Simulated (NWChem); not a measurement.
Everything below was run with NWChem. System: HClSi, charge 0, spin multiplicity 1, displaced from the optimised geometry. The structure started from a generated list of species.

Input file:

```
start mol
memory heap 100 mb stack 700 mb global 1900 mb
geometry units angstroms nocenter noautoz noautosym
  Si    -0.750692    -0.813678     0.000000
  H      0.327639    -1.910612     0.000000
  Cl     1.948581     2.378631     0.000000
end
basis spherical
  * library cc-pvdz
end
scf
  rhf
  nopen 0
  maxiter 100
  thresh 1e-7
  semidirect memsize 60000000 filesize 0
end
tce
  freeze core 10
  ccsdt
  2eorb
  2emet 13
  thresh 1e-6
  maxiter 100
  tilesize 24
end
task tce energy
```

The output up to the point where the run's verdict is printed (cleaned and shortened):

```
             Northwest Computational Chemistry Package (NWChem) 7.3.0
             --------------------------------------------------------

                                NWChem Input Module
                                -------------------

 Scaling coordinates for geometry "geometry" by  1.889725989
 (inverse scale =  0.529177249)

                             Geometry "geometry" -> ""
                             -------------------------

 Output coordinates in angstroms (scale by  1.889725989 to convert to a.u.)

  No.       Tag          Charge          X              Y              Z
 ---- ---------------- ---------- -------------- -------------- --------------
    1 Si                  14.0000    -0.75069200    -0.81367800     0.00000000
    2 H                    1.0000     0.32763900    -1.91061200     0.00000000
    3 Cl                  17.0000     1.94858100     2.37863100     0.00000000

 Effective nuclear repulsion energy (a.u.)      36.9045485396

            Nuclear Dipole moment (a.u.)
            ----------------------------
        X                 Y               Z
 ---------------- ---------------- ----------------
    43.3575480491    51.2770022734     0.0000000000


 Summary of "ao basis" -> "" (spherical)
 ------------------------------------------------------------------------------
       Tag                 Description            Shells   Functions and Types
 ---------------- ------------------------------  ------  ---------------------
 *                          cc-pvdz                   on all atoms

 Summary of "ao basis" -> "ao basis" (spherical)
 ------------------------------------------------------------------------------
       Tag                 Description            Shells   Functions and Types
 ---------------- ------------------------------  ------  ---------------------
 Si                         cc-pvdz                  8       18   4s3p1d
 H                          cc-pvdz                  3        5   2s1p
 Cl                         cc-pvdz                  8       18   4s3p1d

                                 NWChem SCF Module
[...]
   46   0.0003554482229  -0.2769590146370     2.3     2.3
   47   0.0004054740238  -0.2769541301100     2.3     2.3
   48   0.0006183773972  -0.2769650942172     2.3     2.3
   49   0.0019161936924  -0.2769464753344     2.3     2.3
   50   0.0056026470158  -0.2769844510063     2.3     2.3
   51   0.0002520729000  -0.2769637119423     2.4     2.4
   52   0.0002424323013  -0.2769582041396     2.4     2.4
   53   0.0005585411533  -0.2769667519384     2.3     2.3
   54   0.0013398427666  -0.2769549152440     2.3     2.3
   55   0.0039842775528  -0.2769715696912     2.3     2.3
   56   0.0001493054892  -0.2769631392268     2.3     2.3
   57   0.0002370787100  -0.2769622925719     2.3     2.3
   58   0.0003278534710  -0.2769657184693     2.4     2.4
   59   0.0009594654021  -0.2769579089538     2.3     2.3
   60   0.0023493171231  -0.2769781419563     2.3     2.3
   61   0.0001224616525  -0.2769644615474     2.3     2.3
   62   0.0001522586170  -0.2769639632525     2.3     2.3
   63   0.0002033657787  -0.2769652309826     2.3     2.3
   64   0.0005864838616  -0.2769622918359     2.3     2.3
   65   0.0016411010234  -0.2769701231139     2.3     2.3
   66   0.0001017360275  -0.2769646620274     2.4     2.4
   67   0.0001045045383  -0.2769647294841     2.3     2.3
   68   0.0001235378224  -0.2769652663171     2.3     2.3
   69   0.0003066940829  -0.2769643346868     2.3     2.3
   70   0.0008714281923  -0.2769670065093     2.3     2.3
   71   0.0000817478237  -0.2769655372828     2.3     2.3
   72   0.0000810134090  -0.2769657697598     2.3     2.3
   73   0.0001384370218  -0.2769651446095     2.3     2.3
   74   0.0002912243433  -0.2769666257354     2.3     2.3
   75   0.0008013230770  -0.2769632446888     2.3     2.3
   76   0.0000634542987  -0.2769656526330     2.3     2.3
   77   0.0000702281260  -0.2769655934615     2.3     2.3
   78   0.0000869783555  -0.2769661367793     2.3     2.3
   79   0.0002081006401  -0.2769649061268     2.3     2.3
   80   0.0005342793263  -0.2769682146784     2.3     2.3
   81   0.0000524812225  -0.2769660383069     2.3     2.3
   82   0.0000531669689  -0.2769660919358     2.4     2.4
   83   0.0000678994861  -0.2769658848101     2.3     2.3
   84   0.0001470605168  -0.2769662714192     2.3     2.3
   85   0.0004208413324  -0.2769655163336     2.3     2.3
   86   0.0000428974182  -0.2769660110990     2.3     2.3
   87   0.0000439162713  -0.2769659654141     2.3     2.3
   88   0.0000583329745  -0.2769663368550     2.3     2.3
   89   0.0001235354844  -0.2769654638726     2.3     2.3
   90   0.0003174795930  -0.2769677847676     2.3     2.3
   91   0.0000346217721  -0.2769662069865     2.3     2.3
   92   0.0000348533690  -0.2769663100751     2.3     2.3
   93   0.0000505232748  -0.2769660095533     2.3     2.3
   94   0.0001144124236  -0.2769666081079     2.3     2.3
   95   0.0003252417497  -0.2769653018369     2.3     2.3
   96   0.0000283154978  -0.2769661708767     2.3     2.3
   97   0.0000286852836  -0.2769661448984     2.3     2.3
   98   0.0000356510963  -0.2769663654116     2.3     2.3
   99   0.0000748203723  -0.2769658561049     2.3     2.3
  100   0.0001977236914  -0.2769672038107     2.3     2.3
 ------------------------------------------------------------------------
 ------------------------------------------------------------------------
 ------------------------------------------------------------------------
  current input line :
    27: task tce energy
 ------------------------------------------------------------------------
 ------------------------------------------------------------------------
 This type of error is most commonly associated with calculations not reaching convergence criteria
 ------------------------------------------------------------------------
 For more information see the NWChem manual at https://nwchemgit.github.io

 For further details see manual section:
```

Convergence was not reached. The next line reads: 0:tce_energy: maxiter exceeded:Received an Error in Communication. NWChem stopped with the message: tce_energy: maxiter exceeded 101.
